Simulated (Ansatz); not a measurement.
C3H8N, doublet, geometry from GFN2-xTB, atoms displaced at random by about 0.03 Å a coordinate; B3LYP/STO-3G, gradient run with Ansatz (a program for electronic structure).

Here is a job for Ansatz.
Ansatz 0.2 input:
```yaml
crystal:
  periodic: [false, false, false]
  atoms:
    - {symbol: C, position_ang: [1.72565543, 0.49627085, 0.15171395]}
    - {symbol: N, position_ang: [0.47951656, 0.43936577, 0.38831657]}
    - {symbol: C, position_ang: [-0.35719614, -0.32757992, -0.51064853]}
    - {symbol: C, position_ang: [-1.76088560, -0.60898324, 0.07013247]}
    - {symbol: H, position_ang: [2.37752045, -0.38590110, -0.22620755]}
    - {symbol: H, position_ang: [2.40772934, 1.15207259, 0.82491380]}
    - {symbol: H, position_ang: [0.11138176, 1.33870510, 0.67477778]}
    - {symbol: H, position_ang: [-0.43186486, 0.21642614, -1.55008676]}
    - {symbol: H, position_ang: [0.17073556, -1.27431738, -0.70030371]}
    - {symbol: H, position_ang: [-1.56725186, -1.09591583, 1.02251608]}
    - {symbol: H, position_ang: [-2.38239886, -1.19949069, -0.59606444]}
    - {symbol: H, position_ang: [-2.22395026, 0.33691842, 0.15097375]}
basis:
  gaussian:
    orbitals: STO-3G
hamiltonian:
  xc: b3lyp
magnetization: {spin_polarized: true, initial_magnetization: 1}
output: {forces: true}
```

What the program printed (banner, timings and long lists left out):

```
Functional definition: B3LYP
390 factors; integrals over basis functions are off by at most 5.1e-5 eV
mean field evaluation 1: about -4669.6117 eV, gradient 7.2e0 eV
mean field evaluation 2: about -4669.8458 eV, gradient 5.5e0 eV
mean field evaluation 4: about -4670.0245 eV, gradient 2.7e-1 eV
mean field evaluation 8: about -4669.9758 eV, gradient 1.2e-2 eV
mean field -4669.97576625 eV, -171.6184439864 hartree, gradient 3.3e-5 eV, S^2 0.752068; 0 other end points of the search recorded, 0 dependent functions left out
the calculation of the forces begins
reference -4669.97595773 eV, -171.6184510231 hartree; 17, 16 occupied and 11, 12 virtual orbitals, 390 factors
Total energy: -4669.97595773 eV, -171.6184510231 hartree
Atom 0 at     1.725655     0.496271     0.151714 Å, force    14.821460     0.576069    -1.562214 eV/Å
Atom 1 at     0.479517     0.439366     0.388317 Å, force    -8.445134    -1.260727     2.837394 eV/Å
Atom 2 at    -0.357196    -0.327580    -0.510649 Å, force    -0.958835     0.017934    -3.632162 eV/Å
Atom 3 at    -1.760886    -0.608983     0.070132 Å, force     1.444298    -0.455281    -0.471533 eV/Å
Atom 4 at     2.377520    -0.385901    -0.226208 Å, force    -2.027835     1.155077     0.607700 eV/Å
Atom 5 at     2.407729     1.152073     0.824914 Å, force    -1.740546    -0.948214    -1.026474 eV/Å
Atom 6 at     0.111382     1.338705     0.674778 Å, force    -1.233924     1.346297     0.482950 eV/Å
Atom 7 at    -0.431865     0.216426    -1.550087 Å, force    -0.078882    -0.994849     1.632150 eV/Å
Atom 8 at     0.170736    -1.274317    -0.700304 Å, force     0.145154    -0.222551    -0.050330 eV/Å
Atom 9 at    -1.567252    -1.095916     1.022516 Å, force    -0.706372    -0.174303     0.575193 eV/Å
Atom 10 at    -2.382399    -1.199491    -0.596064 Å, force    -0.041134    -0.648806    -0.261461 eV/Å
Atom 11 at    -2.223950     0.336918     0.150974 Å, force    -1.178251     1.609355     0.868788 eV/Å
Dipole moment:    -0.280367     0.046103    -0.034728 e Å
```
